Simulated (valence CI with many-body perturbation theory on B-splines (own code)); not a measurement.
## Which ion has this spectrum?

A relativistic CI+MBPT calculation for an atom or ion with 42 electrons gives these levels (cm⁻¹):

```csv
J,Parity,E,g
4,even,0,1.25
2,even,25165,1.27
0,even,86760,
3,even,202231,1.35
4,even,208945,1.18
1,even,218845,1.28
5,even,238190,1.13
6,even,240693,1.11
2,even,259191,0.98
3,even,264933,1.06
0,even,293108,
1,even,308815,1.21
2,even,311775,1.12
4,even,312301,1.05
```

The energies are calculated, and their last digits are not significant.

(1) Which is it?
A. Pt36+
B. Tl39+
C. Pb40+
D. Au37+

Results:

(1) B. Tl39+, ground level (4d3/2^4 4d5/2^2) J=4.
